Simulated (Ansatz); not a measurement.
Job for Ansatz (a program for electronic structure): U-CCSD(T)/def2-TZVPP on AgC, 2S+1 = 2, a spin state set in the input, which need not be the lowest, a point of a bond scan (R = 2.015 Å). Elements past Kr take the def2 small-core potentials; no spin–orbit coupling.

Ansatz 0.2 input:
```yaml
crystal:
  periodic: [false, false, false]
  atoms:
    - {symbol: Ag, position_ang: [0.00000000, 0.00000000, 0.00000000]}
    - {symbol: C, position_ang: [0.00000000, 0.00000000, 2.01533500]}
basis:
  gaussian:
    orbitals: def2-TZVPP
magnetization: {spin_polarized: true, initial_magnetization: 1}
correlation: {method: ccsd_t, electrons: valence}
output: {orbitals: {seedname: ./end}}
```

Output:

```
WARN ansatz: RAYON_NUM_THREADS=1 ignored (pool sized by the plan → 1); use --threads N
Functional definition: HF
integrals: 0.12 GiB planned
594 factors; integrals over basis functions are off by at most 6.4e-4 eV
mean field: 0.20 GiB planned
mean field evaluation 1: about -4997.7713 eV, gradient 2.4e1 eV
mean field evaluation 2: about -4997.8957 eV, gradient 2.4e1 eV
mean field evaluation 4: about -5000.9061 eV, gradient 3.3e0 eV
mean field evaluation 8: about -5001.1113 eV, gradient 6.3e-1 eV
mean field evaluation 16: about -5001.1334 eV, gradient 2.4e0 eV
mean field evaluation 32: about -5001.5797 eV, gradient 1.0e0 eV
mean field evaluation 64: about -4992.2148 eV, gradient 7.7e1 eV
mean field evaluation 96: about -5000.7956 eV, gradient 3.7e0 eV
mean field evaluation 128: about -4998.8091 eV, gradient 2.1e-3 eV
mean field evaluation 160: about -5000.9440 eV, gradient 7.7e-1 eV
mean field evaluation 192: about -4998.8091 eV, gradient 8.6e-5 eV
mean field evaluation 224: about -4997.7704 eV, gradient 2.4e1 eV
mean field evaluation 256: about -5000.8538 eV, gradient 3.1e0 eV
mean field evaluation 288: about -4992.7524 eV, gradient 1.9e1 eV
mean field evaluation 320: about -5001.2417 eV, gradient 1.8e-6 eV
mean field evaluation 352: about -5000.1584 eV, gradient 1.5e0 eV
mean field evaluation 384: about -5001.2474 eV, gradient 7.0e0 eV
mean field evaluation 416: about -5001.5139 eV, gradient 7.3e-1 eV
mean field evaluation 448: about -5001.0798 eV, gradient 1.9e0 eV
mean field evaluation 480: about -4998.2223 eV, gradient 1.9e1 eV
mean field evaluation 512: about -5001.5011 eV, gradient 1.2e-6 eV
mean field evaluation 544: about -4991.6859 eV, gradient 2.2e1 eV
mean field evaluation 576: about -4999.3437 eV, gradient 1.6e0 eV
mean field evaluation 608: about -4998.7259 eV, gradient 3.5e0 eV
mean field evaluation 640: about -5001.1577 eV, gradient 1.3e0 eV
mean field evaluation 672: about -5001.2081 eV, gradient 3.3e-1 eV
mean field evaluation 704: about -5001.6527 eV, gradient 2.5e-1 eV
mean field evaluation 736: about -5001.6644 eV, gradient 7.1e-2 eV
mean field evaluation 768: about -5001.2203 eV, gradient 3.3e-1 eV
mean field evaluation 800: about -5000.7667 eV, gradient 2.7e0 eV
mean field evaluation 832: about -5001.6666 eV, gradient 1.2e-3 eV
mean field evaluation 864: about -5000.1276 eV, gradient 4.6e0 eV
mean field evaluation 896: about -4996.5218 eV, gradient 8.6e0 eV
mean field evaluation 928: about -4999.8772 eV, gradient 1.8e0 eV
mean field evaluation 960: about -5001.4312 eV, gradient 2.9e-1 eV
mean field evaluation 992: about -4999.9154 eV, gradient 5.7e-3 eV
mean field evaluation 1024: about -5001.4550 eV, gradient 1.2e0 eV
mean field evaluation 1056: about -5001.3876 eV, gradient 1.8e-3 eV
mean field evaluation 1088: about -4999.9136 eV, gradient 1.4e-1 eV
mean field evaluation 1120: about -4999.9154 eV, gradient 6.1e-3 eV
mean field evaluation 1152: about -5001.0585 eV, gradient 6.5e-1 eV
mean field evaluation 1184: about -4998.9668 eV, gradient 1.7e-1 eV
mean field evaluation 1216: about -4998.9719 eV, gradient 3.5e-2 eV
mean field evaluation 1248: about -4999.9061 eV, gradient 3.5e-4 eV
mean field evaluation 1280: about -4999.4959 eV, gradient 5.4e0 eV
mean field evaluation 1312: about -4997.4311 eV, gradient 1.3e0 eV
mean field evaluation 1344: about -4997.2875 eV, gradient 3.5e-3 eV
mean field evaluation 1376: about -4996.7762 eV, gradient 4.8e-1 eV
mean field evaluation 1408: about -4996.7857 eV, gradient 9.8e-4 eV
mean field evaluation 1440: about -4999.9045 eV, gradient 6.8e-1 eV
mean field evaluation 1472: about -4998.4075 eV, gradient 4.1e0 eV
mean field evaluation 1504: about -5001.0818 eV, gradient 4.9e-1 eV
mean field evaluation 1536: about -4999.9056 eV, gradient 7.3e-2 eV
mean field evaluation 1568: about -5001.2396 eV, gradient 1.1e-1 eV
mean field evaluation 1600: about -5001.5011 eV, gradient 8.8e-3 eV
mean field evaluation 1632: about -5001.3876 eV, gradient 6.9e-3 eV
mean field evaluation 1664: about -5001.3836 eV, gradient 2.5e-1 eV
mean field evaluation 1696: about -4998.8960 eV, gradient 6.2e-4 eV
mean field evaluation 1728: about -4999.8470 eV, gradient 6.0e-1 eV
mean field evaluation 1760: about -4999.4552 eV, gradient 1.9e0 eV
mean field evaluation 1792: about -4998.8960 eV, gradient 9.9e-3 eV
mean field evaluation 1824: about -4998.9721 eV, gradient 3.7e-3 eV
mean field evaluation 1856: about -4998.4450 eV, gradient 1.5e1 eV
mean field evaluation 1888: about -4998.9090 eV, gradient 7.1e-1 eV
mean field evaluation 1920: about -4996.0574 eV, gradient 1.2e1 eV
mean field evaluation 1952: about -4998.9687 eV, gradient 1.4e-1 eV
mean field evaluation 1984: about -5001.3876 eV, gradient 6.6e-3 eV
mean field evaluation 2016: about -4999.9330 eV, gradient 6.0e-1 eV
mean field evaluation 2048: about -5001.1175 eV, gradient 3.4e-1 eV
mean field evaluation 2080: about -4999.8747 eV, gradient 1.0e0 eV
mean field evaluation 2112: about -5001.2411 eV, gradient 6.4e-2 eV
mean field evaluation 2144: about -5001.0941 eV, gradient 7.2e-1 eV
mean field evaluation 2176: about -5001.2417 eV, gradient 3.0e-4 eV
mean field evaluation 2208: about -4996.7556 eV, gradient 4.1e0 eV
mean field evaluation 2240: about -4997.8829 eV, gradient 1.3e1 eV
mean field evaluation 2272: about -4993.4851 eV, gradient 2.5e1 eV
mean field evaluation 2304: about -5001.3313 eV, gradient 9.3e-1 eV
mean field evaluation 2336: about -4999.6817 eV, gradient 1.1e0 eV
mean field -5001.66655378 eV, -183.8078556002 hartree, gradient 2.8e-6 eV, S^2 1.637104; 28 other end points of the search recorded, 0 dependent functions left out
determinant -5001.66655378 eV, -183.8078556002 hartree, with singles and doubles -5022.03375016 eV, -184.5563362615 hartree
determinant -5001.50111785 eV, -183.8017759419 hartree, with singles and doubles -5021.67108844 eV, -184.5430086893 hartree
determinant -5001.38763598 eV, -183.7976055600 hartree, with singles and doubles -5021.54754964 eV, -184.5384687220 hartree
determinant -5001.24165036 eV, -183.7922406874 hartree, with singles and doubles -5022.01334126 eV, -184.5555862482 hartree
determinant -4999.91542615 eV, -183.7435028466 hartree, with singles and doubles -5020.54358416 eV, -184.5015736712 hartree
determinant -4999.90614467 eV, -183.7431617585 hartree, with singles and doubles -5019.90056890 eV, -184.4779432962 hartree
determinant -4998.97207790 eV, -183.7088354380 hartree, with singles and doubles -5019.34122472 eV, -184.4573877766 hartree
determinant -4998.89601150 eV, -183.7060400492 hartree, with singles and doubles -5019.60710498 eV, -184.4671586961 hartree
determinant -4998.80910504 eV, -183.7028462957 hartree, with singles and doubles -5019.70490227 eV, -184.4707526804 hartree
determinant -4998.79084595 eV, -183.7021752864 hartree, with singles and doubles -5019.01326419 eV, -184.4453354496 hartree
determinant -5001.66655378 eV, -183.8078556002 hartree, with singles and doubles -5022.09792785 eV, -184.5586947483 hartree
determinant -5001.50111785 eV, -183.8017759419 hartree, with singles and doubles -5021.71370064 eV, -184.5445746588 hartree
determinant -5001.38763598 eV, -183.7976055600 hartree, with singles and doubles -5021.62850802 eV, -184.5414438877 hartree
determinant -5001.24165036 eV, -183.7922406874 hartree, with singles and doubles -5022.06657483 eV, -184.5575425461 hartree
1 core orbitals not correlated
reference -5001.66655378 eV, -183.8078556002 hartree; 12, 11 occupied and 74, 75 virtual orbitals, 594 factors
second order -20.64753120 eV of doubles, -0.00000000 eV of singles
coupled cluster: 0.44 GiB planned
cycle   1  -20.43137444 eV  change   -3.8e-7 eV  update   6.7e-6
coupled cluster: 0.45 GiB planned
perturbative correction -0.79996162 eV, -0.0293980472 hartree
WARN: the results are in doubt because among natural orbitals the method converges to other amplitudes
Total energy: -5022.89788984 eV, -184.5880928093 hartree
In doubt: among natural orbitals the method converges to other amplitudes
```

The calculation finished and met its thresholds. Its determinant has ⟨S²⟩ = 1.64, a mixture of spin states.

Warnings raised: other amplitudes.

Cost: roughly 4 core-minutes.
